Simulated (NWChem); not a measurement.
Species: C4H7F; SMILES CC(C)=CF

```xyz
12

C      0.7857    -1.6920     0.0000
C      0.0299    -0.3992     0.0000
C     -1.4657    -0.4593     0.0000
C      0.6878     0.7615     0.0000
F      0.0656     1.9444     0.0000
H      1.8746    -1.5375     0.0000
H      0.5285    -2.2986     0.8850
H      0.5285    -2.2986    -0.8850
H     -1.9116     0.5436     0.0000
H     -1.8353    -1.0043    -0.8850
H     -1.8353    -1.0043     0.8850
H      1.7774     0.8609     0.0000
```
Atoms are numbered in this order, from 1.

Level: PBE0/def2-SVP (NWChem), optimised geometry, unscaled harmonic frequencies. 

```tsv
frequency (cm⁻¹)	IR intensity (km/mol)
157	0.1
199	0.2
262	2.8
305	0.0
356	1.4
451	13.3
591	5.8
850	12.2
855	1.3
962	2.9
992	3.2
1050	4.9
1088	0.6
1204	168.3
1263	1.3
1349	2.2
1401	4.7
1413	6.2
1441	1.5
1451	5.3
1462	20.3
1466	3.1
1797	41.8
3040	21.3
3046	26.1
3116	13.8
3119	12.7
3156	13.9
3182	4.5
3219	9.3
```

- zero-point energy: 63.2 kcal/mol
- thermal correction to the enthalpy at 298.15 K (with zero-point energy): 67.6 kcal/mol
- heat capacity Cv: 20.7 cal/(mol K)
- entropy at 298.15 K and 1 atm (symmetry number 1): 75.6 cal/(mol K)
- dipole moment: 1.54 D

Rigid rotor and harmonic oscillator.
